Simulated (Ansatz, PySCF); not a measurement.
Gas-phase reaction (SMILES): [F][Al]([F])[F] + O (H2O) -> [OH][Al]([F])[F] + F (HF); water cleaves one Al-F bond, a model of a ligand-exchange step.

Each molecule is optimised on its own at B3LYP-D3(BJ)/def2-TZVP (Ansatz, a first-principles code), one conformer each, not searched for the lowest. Cores are frozen in the correlated levels unless marked. Spin-orbit coupling is left out. Non-relativistic. CBS marks a two-point X^-3 extrapolation of the correlation energy; Hartree-Fock from the larger set. The bracket is a focal-point correction in the basis named. Thermal terms are rigid-rotor harmonic-oscillator values from B3LYP-D3(BJ) frequencies (PySCF) at 298.15 K and 1 atm. 1 Eh = 627.5095 kcal/mol.

```json
[
 {"species": "[F][Al]([F])[F]", "E, RI-MP2/CBS(aug-cc-pV(T+d)Z,aug-cc-pV(Q+d)Z)+[CCSD(T)-MP2]/aug-cc-pV(T+d)Z (Ansatz) (Eh)": "-541.62483", "E, PBE0-D4/def2-TZVPD (Ansatz + dftd4) (Eh)": "-541.93630", "H - E (Eh)": "0.01309", "G - E (Eh)": "-0.01843"},
 {"species": "O (H2O)", "E, RI-MP2/CBS(aug-cc-pV(T+d)Z,aug-cc-pV(Q+d)Z)+[CCSD(T)-MP2]/aug-cc-pV(T+d)Z (Ansatz) (Eh)": "-76.37791", "E, PBE0-D4/def2-TZVPD (Ansatz + dftd4) (Eh)": "-76.38102", "H - E (Eh)": "0.02495", "G - E (Eh)": "0.00353"},
 {"species": "[OH][Al]([F])[F]", "E, RI-MP2/CBS(aug-cc-pV(T+d)Z,aug-cc-pV(Q+d)Z)+[CCSD(T)-MP2]/aug-cc-pV(T+d)Z (Ansatz) (Eh)": "-517.59265", "E, PBE0-D4/def2-TZVPD (Ansatz + dftd4) (Eh)": "-517.90737", "H - E (Eh)": "0.02471", "G - E (Eh)": "-0.00926"},
 {"species": "F (HF)", "E, RI-MP2/CBS(aug-cc-pV(T+d)Z,aug-cc-pV(Q+d)Z)+[CCSD(T)-MP2]/aug-cc-pV(T+d)Z (Ansatz) (Eh)": "-100.39388", "E, PBE0-D4/def2-TZVPD (Ansatz + dftd4) (Eh)": "-100.39487", "H - E (Eh)": "0.01259", "G - E (Eh)": "-0.00713"}
]
```

Work out ΔE and ΔH, ΔG, ΔS and the equilibrium constant at 298.15 K at the first level, then ΔH at the second.


1. ΔE = [(-517.59265) + (-100.39388)] - [(-541.62483) + (-76.37791)] = 0.01621 Eh = 10.2 kcal/mol at RI-MP2/CBS(aug-cc-pV(T+d)Z,aug-cc-pV(Q+d)Z)+[CCSD(T)-MP2]/aug-cc-pV(T+d)Z.
2. The terms H - E add up to -0.00074 Eh, so ΔH = (0.01621 + (-0.00074))×627.5095 = 9.7 kcal/mol.
3. The terms G - E add up to -0.00149 Eh, so ΔG = 9.2 kcal/mol, and ΔS = (-0.00074 - (-0.00149))×627509.5/298.15 = 1.6 cal/(mol K).
4. log10 K = -ΔG/(RT ln 10) = -6.7, with RT ln 10 = 1.3642 kcal/mol.
5. At PBE0-D4/def2-TZVPD the same steps give ΔE = 9.5 and ΔH = 9.0 kcal/mol, a shift of -0.7 from the first level.
6. These values are not checked against measurement here, since the tables used lack a sound gas-phase enthalpy of formation for at least one species.
